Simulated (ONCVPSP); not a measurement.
## An all-electron radial function and its pseudo partner (C)

Columns: radius, all-electron u(r) and pseudo u(r) of the 2p shell (level -5.71 eV) of carbon in the configuration [He] 2s1 2p3; PBE, scalar-relativistic, ONCV scheme, ONCVPSP 4.0.1.

```
r (bohr)  all-electron  pseudo
   0.098        0.0463  0.0210
   0.195        0.1411  0.0799
   0.292        0.2486  0.1685
   0.390        0.3527  0.2761
   0.488        0.4447  0.3884
   0.585        0.5211  0.4922
   0.682        0.5832  0.5801
   0.780        0.6324  0.6478
   0.878        0.6687  0.6937
   0.975        0.6930  0.7197
   1.072        0.7074  0.7304
   1.170        0.7132  0.7300
   1.268        0.7118  0.7223
   1.365        0.7046  0.7103
   1.463        0.6928  0.6952
   1.560        0.6774  0.6782
   1.658        0.6590  0.6592
   1.755        0.6388  0.6389
   1.852        0.6172  0.6172
   1.950        0.5943  0.5943
   2.047        0.5710  0.5710
   2.145        0.5472  0.5472
   2.242        0.5236  0.5236
   2.340        0.5000  0.5000
   2.438        0.4768  0.4768
   2.535        0.4542  0.4542
```

Q: How many radial nodes do the two functions have?

A: The all-electron 2p function has n − l − 1 = 0; the pseudo-wave has 0.

Q: At about which radius was the pseudo-wave matched?

A: 1.95 bohr. The columns agree to 0.0005 from 1.66 bohr on; several derivatives are matched, so the curves merge somewhat inside the radius.

Q: Is the pseudo-wave norm-conserving?

A: Yes: the ONCV scheme keeps the norm inside the radius equal to the all-electron one, which fixes the energy derivative of the logarithmic derivative at the level.
